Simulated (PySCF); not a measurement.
# C₆ coefficients of unlike pairs at PBE0

Calculated with PySCF 2.14 from the dipole response of each species, C₆(A,B) = (3/π) ∫ α_A(iu) α_B(iu) du, in atomic units, from isotropic polarisabilities. For ions this is the dispersion term alone; charge-induced terms of lower order in 1/R come first.

```json
{"species": "Kr³⁺", "configuration": "[Ar] 3d10 4s2 4p3 (4S)", "basis": "x2c-TZVPPall with one added diffuse shell each of s, p, d type (7s6p5d1f)", "relativity": "spin-free X2C", "α (bohr³)": "5.453", "C₆ (like pair)": "20.97"}
{"species": "Mg²⁺", "configuration": "[Ne] (1S)", "basis": "aug-cc-pVTZ-DK (6s5p3d2f)", "relativity": "spin-free X2C", "α (bohr³)": "0.2789", "C₆ (like pair)": "0.1486"}
{"species": "Ge²⁺", "configuration": "[Ar] 3d10 4s2 (1S)", "basis": "aug-cc-pVQZ-PP with ECP10MDF (7s6p5d3f2g)", "relativity": "core potential", "α (bohr³)": "10.69", "C₆ (like pair)": "40.83"}
{"species": "Ga²⁺", "configuration": "[Ar] 3d10 4s1 (2S)", "basis": "def2-QZVPPD (12s7p5d4f1g)", "relativity": "none", "α (bohr³)": "10.52", "C₆ (like pair)": "32.41"}
```

(1) Estimate C₆ for Ge²⁺ with Kr³⁺.

No spin-orbit coupling is included.

The other pairs:

| pair | C₆ |
| --- | --- |
| Mg²⁺, Kr³⁺ | 1.585 |
| Ga²⁺, Ge²⁺ | 36.17 |
| Ga²⁺, Kr³⁺ | 24.62 |
| Ge²⁺, Mg²⁺ | 1.907 |
| Ga²⁺, Mg²⁺ | 1.726 |

## Answers

(1) The integral gives 28.00. The combination rule 2 C_A C_B / (C_A α_B/α_A + C_B α_A/α_B) gives 27.65 and the geometric mean 29.26.
